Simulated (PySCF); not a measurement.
trichloro(chlorosilyl)silane (Cl4H2Si2), SMILES Cl[SiH2][Si](Cl)(Cl)Cl.

Geometry optimised at ωB97X-D3(BJ)/def2-SVP. The values are those of a single conformer.

The numbers are results of HF/def2-TZVP in PySCF, not measurements.

| Property | Result |
|---|---|
| total energy | -2417.31721 hartree |
| point group | Cs |
| highest occupied level | -11.38 eV |
| lowest empty level | 2.26 eV |
| orbital gap | 13.64 eV |
| dipole moment | 1.54 D |
| quadrupole, principal values (traceless, Buckingham form, about the centre of nuclear charge) | -5.25, 0.62, 4.64 D·Å |
| mean static polarisability | 89.2 bohr³ (13.21 Å³) |
| polarisability, principal values | 84.1, 86.1, 97.2 bohr³ |
